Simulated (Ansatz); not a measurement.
`N[SiH2][GeH2][Cl]` → `[Cl][GeH3]` + `N[SiH]`  (silylene formation by 1,1-elimination)

Gas-phase electronic energies from Ansatz, PBE0-D4/def2-TZVP geometries. CCSD(T)/CBS adds triple-zeta CCSD(T) − MP2 to the extrapolated MP2 energy (def2 sets, frozen cores). This one scheme is used for every species. DFT in def2-TZVPP. For Ge outer-core shells are correlated without core-valence functions, which leaves a few kJ/mol of doubt a bond. Scalar relativity is left out up to krypton. One conformer a species, not always the lowest.

```csv
species,PBE energy (Eh)
`N[SiH2][GeH2][Cl]`,-2884.44457
`[Cl][GeH3]`,-2538.53739
`N[SiH]`,-345.84427
```

Question: Work out ΔE.

Answer: ΔE = (-2538.53739) + (-345.84427) − (-2884.44457) = 0.06291 Eh = +39.5 kcal/mol. CCSD(T)/CBS gives +41.2 kcal/mol.

Largest T1 diagnostic among the species: 0.015.

From PBE to PBE0 (25 % exact exchange), in def2-TZVPP and without D4, ΔE moves by +2.5 kcal/mol. Leaving LDA and LC-ωPBE aside and taking each functional with its dispersion term where it has one, the values, not all of them listed here, spread over 8.0 kcal/mol, from BLYP-D4 to r2SCAN0-D4. LDA lies +6.4 kcal/mol from PBE without D4. The D4 term adds +3.8 kcal/mol with B3LYP and +2.1 kcal/mol with PBE0; it sums over pairs of atoms, weighted by their polarisabilities, and B3LYP, whose exchange is more repulsive, gets the larger term.

B3LYP here is the variant with VWN-RPA as its local correlation; programs differ in this.
